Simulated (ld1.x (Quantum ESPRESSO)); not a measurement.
## Pseudopotential generation for Bi: TM, PBE, scalar-relativistic.

* Element: Bi
* Generator: ld1.x (Quantum ESPRESSO) 7.5
* Type: norm-conserving Troullier–Martins (Kleinman–Bylander form)
* Functional: PBE
* Relativity: scalar-relativistic
* Frozen core: [Xe] 4f14
* Valence charge: 15
* Reference configuration: 5d10 6s2 6p3
* Partial waves: 6s (bound): rc 1.90 bohr; 6p (bound): rc 2.15 bohr; 5d (bound): rc 1.65 bohr; 5f channel at 0.05 Ry: rc 1.80 bohr
* Local potential: the f channel
* Core correction: a·sin(br)/r model core inside 1.05 bohr

All-electron outer shells of the reference configuration (PBE, scalar-relativistic, ld1.x):

```
shell  level (eV)  outermost node (bohr)  outermost maximum (bohr)
   4f     -152.59                      –                      0.34
   5p      -95.86                   0.48                      0.86
   5d      -27.08                   0.51                      1.03
   6s      -14.48                   0.98                      1.88
   6p       -4.57                   1.14                      2.44
```

Does the generator finish with these settings?

Yes, a potential is produced and its reference levels are reproduced.

Estimate the cutoffs (Ry, on a coarse ladder) from which the occupation-weighted sum of valence levels, in a spherical-Bessel basis at the reference potential, stays within 10 and 1 mRy of its value at 400 Ry.

60 Ry and 90 Ry.

Does the potential have ghost states?

Ghost states, extra bound levels that the all-electron valence spectrum of the same l lacks: s at -111.5 eV, p at -29.3 eV. A true bound ghost makes a file unfit for plane-wave use.

Which valence shell sets the plane-wave cutoff?

5d: its level needs 60 Ry to come within 1 mRy, against 35 Ry for 6s.

Its largest configuration-test error is -66 meV (5d10 6s1 6p0). 1 of 7 tests not solved or not reliable. Not counted: 5d9 6s2 6p4 (solver errors, printed error -1918 eV).
